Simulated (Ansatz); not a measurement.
Start from `CCCCBr` and change one atom or group to get `CCC[SiH2]O`.

Ansatz, PBE0-D4/def2-TZVP geometries, multiplicity 1. Each molecule was computed in one conformer, which needn't be the lowest.

Scalar relativity is left out up to krypton. Spin–orbit coupling is left out; it splits and shifts lone-pair levels of the heavy atoms by tenths of an eV.

```
                                        property  `CCCCBr`
           HOMO–LUMO gap (B3LYP/def2-TZVPP) / eV      7.43
             HOMO–LUMO gap (PBE/def2-TZVPP) / eV      5.63
             HOMO energy (B3LYP/def2-TZVPP) / eV     -7.51
  size of the dipole moment (PBE/def2-TZVPP) / D      2.04
         HOMO–LUMO gap (ωB97M-V/def2-TZVPP) / eV     12.22
size of the dipole moment (B3LYP/def2-TZVPP) / D      2.09
```

Problem. Give the same properties after the change, and the shifts. (Estimate.)

Solution. Ansatz gave: 
```csv
property,`CCC[SiH2]O`,shift
HOMO–LUMO gap (B3LYP/def2-TZVPP) / eV,7.72,0.29
HOMO–LUMO gap (PBE/def2-TZVPP) / eV,5.98,0.35
HOMO energy (B3LYP/def2-TZVPP) / eV,-7.79,-0.28
size of the dipole moment (PBE/def2-TZVPP) / D,1.68,-0.36
HOMO–LUMO gap (ωB97M-V/def2-TZVPP) / eV,12.01,-0.21
size of the dipole moment (B3LYP/def2-TZVPP) / D,1.70,-0.39
```

Dipoles are sizes alone; their direction can turn.

B3LYP here is the variant with VWN-RPA as its local correlation; programs differ in this.
